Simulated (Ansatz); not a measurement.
Relaxation of BBrH$_{3}$N (6 atoms, charge 0, multiplicity 1), to a largest force component of 0.015 eV/Å in at most 40 steps.

Method: Ansatz, RHF/def2-mTZVP.

```xyz
6
Properties=species:S:1:pos:R:3:forces:R:3
N -0.473 -0.070 -0.762 1.58 1.96 0.48
B 0.261 0.080 0.522 -0.75 0.18 -1.24
Br -0.264 1.468 1.864 0.35 -0.62 -0.49
H -1.397 -0.350 -0.571 -1.13 -0.26 -0.11
H -0.527 0.841 -1.266 -0.15 -1.42 0.79
H 1.168 -0.633 0.731 0.09 0.15 0.56
```

Q: Where does it end, and by what steps?

A: The forces met the threshold. After 9 steps the energy has fallen by 1.210 eV; H4 moved furthest, 0.98 Å.

```json
{"step": "0", "energy less start (eV)": "0.0000", "largest force component (eV/Å)": "1.960", "accepted": "yes"}
{"step": "1", "energy less start (eV)": "-0.1578", "largest force component (eV/Å)": "0.838", "accepted": "yes"}
{"step": "2", "energy less start (eV)": "-0.2847", "largest force component (eV/Å)": "1.628", "accepted": "yes"}
{"step": "3", "energy less start (eV)": "-0.4226", "largest force component (eV/Å)": "2.706", "accepted": "yes"}
{"step": "4", "energy less start (eV)": "-0.8189", "largest force component (eV/Å)": "2.491", "accepted": "yes"}
{"step": "5", "energy less start (eV)": "-1.0723", "largest force component (eV/Å)": "1.144", "accepted": "yes"}
{"step": "6", "energy less start (eV)": "-1.1961", "largest force component (eV/Å)": "0.594", "accepted": "yes"}
{"step": "7", "energy less start (eV)": "-1.2093", "largest force component (eV/Å)": "0.144", "accepted": "yes"}
{"step": "8", "energy less start (eV)": "-1.2102", "largest force component (eV/Å)": "0.051", "accepted": "yes"}
{"step": "9", "energy less start (eV)": "-1.2103", "largest force component (eV/Å)": "0.003", "accepted": "yes"}
```

```xyz
6
Properties=species:S:1:pos:R:3
N -0.603 0.117 -0.581
B 0.153 0.110 0.570
Br 0.269 1.728 1.664
H -0.686 -0.686 -1.163
H -1.110 0.910 -0.905
H 0.744 -0.841 0.933
```

Whether the end is a true minimum wasn't checked by a vibrational analysis.

Time of the run: 23 s on 1 thread of AMD EPYC 7R43 64-Core Processor (Zen 3), on a shared host, peak memory 0.16 GiB.
